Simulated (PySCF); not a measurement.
**Question.** Give a PBE0-D3(BJ)/def2-SVP geometry of InChI=1S/C5H6F2/c1-5(7)3-2-4(5)6/h2H,3H2,1H3/t5-/m1/s1.

**Answer.** 
```
atom  x, y, z in Å
C1     1.533    0.233    0.445
C2     0.341    0.010   -0.451
F3     0.793   -0.185   -1.738
C4    -0.709   -1.055   -0.006
C5    -1.704    0.087    0.094
C6    -0.809    0.974   -0.345
F7    -0.832    2.272   -0.563
H8     2.220   -0.623    0.367
H9     1.220    0.348    1.492
H10    2.071    1.141    0.136
H11   -0.906   -1.789   -0.802
H12   -0.472   -1.580    0.935
H13   -2.739    0.145    0.433
```

Orientation and origin are arbitrary. Atoms count from 1 in this order. The C–F distances run from 1.316 Å (C6–F7, drawn single) to 1.378 Å (C2–F3, drawn single), a spread of 0.062 Å. The 4-membered ring C2–C4–C5–C6 has internal angles of 84.4° to 96.3° (sum 360°, against 360° for a flat polygon); it is almost planar, 0.02 Å rms from its mean plane, widest ring torsion 3°. The 5 C–C bonds span 1.335 Å (C5=C6, drawn double) to 1.560 Å (C2–C4, drawn single), a spread of 0.225 Å.

Bonds between heavy atoms (Å): C1–C2 1.508, C2–F3 1.378, C2–C4 1.560, C4–C5 1.517, C5=C6 1.335, C6–F7 1.316, C2–C6 1.504.

Method: PySCF 2.14.0, PBE0-D3(BJ)/def2-SVP geometry optimisation, gas phase.

Point group: C1 (no symmetry element, even within 0.4 Å). No frequency check.
